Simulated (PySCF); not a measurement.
Al(H)(OH)(SMe), CH5AlOS, SMILES [OH][AlH][S]C (CAM-B3LYP/def2-SVP optimised geometry):

```
9

Al    -0.688     1.200     0.000
H     -1.554     2.512     0.000
O      1.010     1.200     0.000
H      1.620     1.940    -0.005
S     -1.620    -0.752    -0.001
C     -0.165    -1.872     0.000
H      0.777    -1.308    -0.007
H     -0.213    -2.512    -0.890
H     -0.205    -2.502     0.897
```

Method: PySCF 2.14.0 with CAM-B3LYP/def2-TZVP.

**Question.** What are the frontier orbital energies and the dipole moment?

**Answer.** HOMO-2 -10.47 eV, HOMO-1 -9.36 eV, HOMO -8.31 eV, LUMO 0.48 eV, LUMO+1 0.76 eV; dipole moment 1.96 D.

On the same geometry PySCF with PBE/def2-TZVP gives HOMO-2 -7.51 eV, HOMO-1 -6.82 eV, HOMO -5.85 eV, LUMO -1.17 eV, LUMO+1 -1.00 eV; dipole moment 1.86 D.

Meta-Löwdin charges at CAM-B3LYP/def2-TZVP: Al1 0.79, H2 -0.15, O3 -0.79, H4 0.35, S5 -0.22, C6 -0.38, H7 0.14, H8 0.13, H9 0.13.
